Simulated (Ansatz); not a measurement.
Geometry optimisation, Ansatz, RKS B3LYP/6-31G*.

The input (input.yaml):

```yaml
crystal:
  periodic: [false, false, false]
  atoms:
    - { symbol: B, position_ang: [-1.4864, -1.293, 0.8212] }
    - { symbol: O, position_ang: [-0.4102, -0.3398, 1.0793] }
    - { symbol: C, position_ang: [0.1433, 0.1144, -0.1469] }
    - { symbol: Si, position_ang: [1.7264, -0.964, -0.538] }
    - { symbol: O, position_ang: [0.6665, 1.4183, 0.0195] }
    - { symbol: B, position_ang: [-0.4678, 2.3852, 0.0669] }
    - { symbol: H, position_ang: [-1.3204, -2.4087, 0.7226] }
    - { symbol: H, position_ang: [-0.616, -0.12279, 2.02305] }
    - { symbol: H, position_ang: [-0.4909, 0.0742, -0.9918] }
    - { symbol: H, position_ang: [2.3024, -0.4848, -1.7371] }
    - { symbol: H, position_ang: [1.1906, -2.3589, -0.7164] }
    - { symbol: H, position_ang: [2.63, -0.9217, 0.5966] }
    - { symbol: H, position_ang: [-1.0278, 2.6732, 1.0809] }
    - { symbol: H, position_ang: [-0.8789, 2.8753, -0.9158] }
basis:
  gaussian: { orbitals: "6-31G*" }
hamiltonian:
  xc: b3lyp
relax:
  f_tol: 0.02
  max_steps: 50
output:
  orbitals: {}
```

Launched with:

```bash
$ ansatz run input.yaml --threads 2 --pin off --max-ram 3072MiB --backend cpu --events-out ev --progress --plain --runs-dir out
```

Task: Where does it end, and by what steps?

Result: It converged. The force dipped under the threshold on the way, but the program's further checks kept it going. After 42 steps the energy has fallen by 3.287 eV; H7 moved furthest, 2.33 Å.

```json
{"step": "0", "energy less start (eV)": "0.0000", "largest force component (eV/Å)": "5.375", "accepted": "yes"}
{"step": "2", "energy less start (eV)": "-2.0021", "largest force component (eV/Å)": "2.825", "accepted": "yes"}
{"step": "4", "energy less start (eV)": "-2.3898", "largest force component (eV/Å)": "1.537", "accepted": "yes"}
{"step": "6", "energy less start (eV)": "-2.5694", "largest force component (eV/Å)": "0.573", "accepted": "yes"}
{"step": "8", "energy less start (eV)": "-2.8738", "largest force component (eV/Å)": "0.706", "accepted": "yes"}
{"step": "10", "energy less start (eV)": "-3.0885", "largest force component (eV/Å)": "1.343", "accepted": "yes"}
{"step": "12", "energy less start (eV)": "-3.1822", "largest force component (eV/Å)": "0.603", "accepted": "yes"}
{"step": "14", "energy less start (eV)": "-3.2380", "largest force component (eV/Å)": "0.118", "accepted": "yes"}
{"step": "16", "energy less start (eV)": "-3.2514", "largest force component (eV/Å)": "0.310", "accepted": "yes"}
{"step": "18", "energy less start (eV)": "-3.2575", "largest force component (eV/Å)": "0.094", "accepted": "yes"}
{"step": "20", "energy less start (eV)": "-3.2530", "largest force component (eV/Å)": "0.320", "accepted": "no"}
{"step": "22", "energy less start (eV)": "-3.2610", "largest force component (eV/Å)": "0.161", "accepted": "no"}
{"step": "24", "energy less start (eV)": "-3.2636", "largest force component (eV/Å)": "0.050", "accepted": "yes"}
{"step": "26", "energy less start (eV)": "-3.2643", "largest force component (eV/Å)": "0.034", "accepted": "yes"}
{"step": "28", "energy less start (eV)": "-3.2644", "largest force component (eV/Å)": "0.017", "accepted": "yes"}
{"step": "30", "energy less start (eV)": "-3.2648", "largest force component (eV/Å)": "0.041", "accepted": "yes"}
{"step": "32", "energy less start (eV)": "-3.2682", "largest force component (eV/Å)": "0.106", "accepted": "yes"}
{"step": "34", "energy less start (eV)": "-3.2710", "largest force component (eV/Å)": "0.486", "accepted": "no"}
{"step": "36", "energy less start (eV)": "-3.2850", "largest force component (eV/Å)": "0.056", "accepted": "yes"}
{"step": "38", "energy less start (eV)": "-3.2867", "largest force component (eV/Å)": "0.027", "accepted": "yes"}
{"step": "40", "energy less start (eV)": "-3.2870", "largest force component (eV/Å)": "0.049", "accepted": "yes"}
{"step": "42", "energy less start (eV)": "-3.2873", "largest force component (eV/Å)": "0.010", "accepted": "yes"}
```

```xyz
14
Properties=species:S:1:pos:R:3
B -1.922 -0.363 1.521
O -0.343 -0.717 0.966
C 0.202 -0.323 -0.340
Si 2.041 -0.862 -0.526
O 0.085 1.066 -0.558
B -0.746 1.916 0.099
H -2.439 -0.394 0.392
H 0.222 -0.459 1.717
H -0.472 -0.835 -1.032
H 2.593 -0.360 -1.805
H 2.101 -2.343 -0.469
H 2.770 -0.276 0.630
H -1.354 1.561 1.083
H -0.777 3.035 -0.313
```

Time of the run: 80 s on 2 threads of AMD EPYC 9R45 96-Core Processor (Zen 5), with other jobs on the host, peak memory 0.28 GiB.
